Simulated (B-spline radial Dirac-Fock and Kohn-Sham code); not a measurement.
# K-line shifts caused by a second vacancy in As⁷⁺

System: the As⁷⁺ ion, configuration 1s2 2s2 2p6 3s2 3p6 3d8.

These are calculated numbers from a radial finite-basis atomic code; the model is relaxed Dirac-Fock hole states (ΔSCF) with Breit and QED corrections and a finite nucleus. Each two-hole energy is an average over J within one jj subconfiguration, not an observable level; in light atoms, where LS coupling holds, the j-resolved values are not observed lines, and for a K spectator the Kα1 hypersatellite is nearly forbidden. Electron correlation is not included.

Lines without a spectator: Kα2 (K-L2) 10506.7 eV, Kα1 (K-L3) 10542.6 eV, Kβ3 (K-M2) 11732.2 eV, Kβ1 (K-M3) 11737.6 eV. Shifts in eV with one spectator hole (a dash: not computed, or left out as unreliable):

```tsv
spectator hole	Kα2	Kα1	Kβ3	Kβ1
L2 (2p1/2)	+35.2	+43.3	–	+96.9
L3 (2p3/2)	+38.7	+37.5	+91.9	–
M2 (3p1/2)	–	+4.04	+10.13	+12.45
M3 (3p3/2)	+3.54	–	+11.59	+11.07
```

Q: Where does the K-L3 hypersatellite lie, emitted when both K electrons are missing?

A: +359.4 eV from the normal line, at 10901.9 eV. Removing both K electrons costs 24535.4 eV, which is 493.2 eV more than twice the K binding energy.

With n spectator holes in 2p, averaged over the 2p shell (energies in eV):

```tsv
n	KαLⁿ	step	hypersatellite KαʰLⁿ
0	10530.6	–	10888.4
1	10569.8	+39.2	10928.9
2	10610.2	+40.4	10970.6
3	10651.8	+41.6	11013.5
4	10694.6	+42.8	11057.5
5	10738.6	+44.0	11102.8
```

Run: 15 s of CPU time on 1 thread of Neoverse-V2 (shared host), peak memory 0.36 GiB.
